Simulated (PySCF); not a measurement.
Si5H12.
Bonds: Si1–Si2, Si2–Si3, Si2–Si4, Si2–Si5. Hydrogens: H6, H7, H8 on Si1; H9, H10, H11 on Si3; H12, H13, H14 on Si4; H15, H16, H17 on Si5.

Level: wB97X-D/pcSseg-2 in PySCF, non-relativistic, on one gas-phase PBE0-D3(BJ)/def2-TZVP geometry that isn't relaxed in the solvent. The solvent is an IEF-PCM continuum (Bondi radii, 1.10 Å for H, scaled by 1.2). Specific hydrogen bonds and non-electrostatic terms are outside this model.

Gas phase at wB97X-D/pcSseg-2: HOMO -9.78 eV, LUMO 1.30 eV, dipole 0.05 D.

Task: What does the continuum do to the energy, the frontier levels and the dipole at wB97X-D/pcSseg-2 in chloroform?

Result: 
```csv
solvent,ε,E(solvent) − E(gas) (kJ/mol),polarisation term (kJ/mol),distortion of the solute (kJ/mol),HOMO (eV),LUMO (eV),dipole (D)
chloroform,4.711,-1.44,-1.50,0.06,-9.64,1.44,0.06
```

Polarisation term: ½ Σ q·V over the induced surface charges. Distortion: the rise of the solute's own energy as its density leaves the gas-phase optimum.

wB97X-D is run here without its empirical dispersion term; that term would change no orbital, density or response property at a fixed geometry.
